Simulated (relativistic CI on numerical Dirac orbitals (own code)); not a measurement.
d8 in a ligand field

Computed with a parametric ligand-field model of a d^n configuration (Racah B and C, spin-orbit zeta, crystal field), exact diagonalisation.

Field parameters in Wybourne normalisation: Oh B⁴₀ = 21Dq, B⁴₄ = √(5/14) B⁴₀. The field is a parameter set, without covalency.

Task: A d8 ion in Oh symmetry has the ground term 3A2 and bands at 1E 11351 cm⁻¹ (881 nm), 1A1 21509 cm⁻¹ (465 nm), 3T2 39800 cm⁻¹ (251 nm), 3T1 47473 cm⁻¹ (211 nm), 1T2 51083 cm⁻¹ (196 nm), 3T1 82127 cm⁻¹ (122 nm). Which parameters reproduce them?

Result: B = 680, C = 2990, ζ = 0 cm⁻¹, Oh, 10Dq = 39800 cm⁻¹.

Task: Ground term and bands for B = 800, C = 3510, ζ = 0 cm⁻¹, Oh, 10Dq = 27100 cm⁻¹?

Result: Ground term 3A2 with 2.00 electrons in the two orbitals of the cubic e set. Spin-allowed: 3T2 27100 cm⁻¹ (369 nm), 3T1 35603 cm⁻¹ (281 nm), 3T1 57697 cm⁻¹ (173 nm). Lowest spin-forbidden: 1E 13281 cm⁻¹ (753 nm), 1A1 24307 cm⁻¹ (411 nm), 1T2 40247 cm⁻¹ (248 nm). With an A2 ground term the first spin-allowed band lies at |10Dq| itself.

Task: Ground term and bands for B = 650, C = 3360, ζ = 0 cm⁻¹, Oh, 10Dq = 19950 cm⁻¹?

Result: Ground term 3A2 with 2.00 electrons in the two orbitals of the cubic e set. Spin-allowed: 3T2 19950 cm⁻¹ (501 nm), 3T1 26743 cm⁻¹ (374 nm), 3T1 42857 cm⁻¹ (233 nm). Lowest spin-forbidden: 1E 11795 cm⁻¹ (848 nm), 1A1 21086 cm⁻¹ (474 nm), 1T2 31627 cm⁻¹ (316 nm). With an A2 ground term the first spin-allowed band lies at |10Dq| itself.

Task: Ground term and bands for B = 560, C = 2650, ζ = 0 cm⁻¹, Oh, 10Dq = 28050 cm⁻¹?

Result: Ground term 3A2 with 2.00 electrons in the two orbitals of the cubic e set. Spin-allowed: 3T2 28050 cm⁻¹ (357 nm), 3T1 34289 cm⁻¹ (292 nm), 3T1 58261 cm⁻¹ (172 nm). Lowest spin-forbidden: 1E 9714 cm⁻¹ (1029 nm), 1A1 18168 cm⁻¹ (550 nm), 1T2 37699 cm⁻¹ (265 nm). With an A2 ground term the first spin-allowed band lies at |10Dq| itself.

Task: A d8 ion in Oh symmetry has the ground term 3A2 and bands at 1E 12180 cm⁻¹ (821 nm), 3T2 18000 cm⁻¹ (556 nm), 1A1 21569 cm⁻¹ (464 nm), 3T1 25048 cm⁻¹ (399 nm), 1T2 30031 cm⁻¹ (333 nm), 3T1 39452 cm⁻¹ (253 nm). Which parameters reproduce them?

Result: B = 700, C = 3370, ζ = 0 cm⁻¹, Oh, 10Dq = 18000 cm⁻¹.
